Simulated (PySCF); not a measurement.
Removal energies of Mn(15+) from EOM-IP-GCCSD

Reference: closed-shell Mn(15+), [Ne]; one electron is removed. Calculated with PySCF 2.14, two-component X2C-1e with screened spin-orbit coupling, an even-tempered Gaussian basis (18 s from 0.66 bohr⁻², ratio 2.6; 12 p from 0.86 bohr⁻², ratio 2.6; 6 d from 0.88 bohr⁻², ratio 2.8; 3 f from 29 bohr⁻², ratio 2.8); frozen 1s2; the 50 highest virtual spinors dropped; of the others 44 kept and the rest restored at second order. No Breit or QED terms. Binding energies in eV.

```tsv
level	Koopmans
2s1/2	1260.5
2p1/2	1146.0
2p3/2	1134.9
```

Problem. How does correlation move these levels?

Solution. 2s1/2: second order 1257.3, EOM-CCSD 1257.4; 2p1/2: second order 1143.9, EOM-CCSD 1144.1; 2p3/2: second order 1132.9, EOM-CCSD 1133.1.

For comparison, the ionisation energy of Mn(15+) is 1133.7 ± 0.6 eV (semi-empirical (NIST evaluation); NIST Atomic Spectra Database, ionization energies).
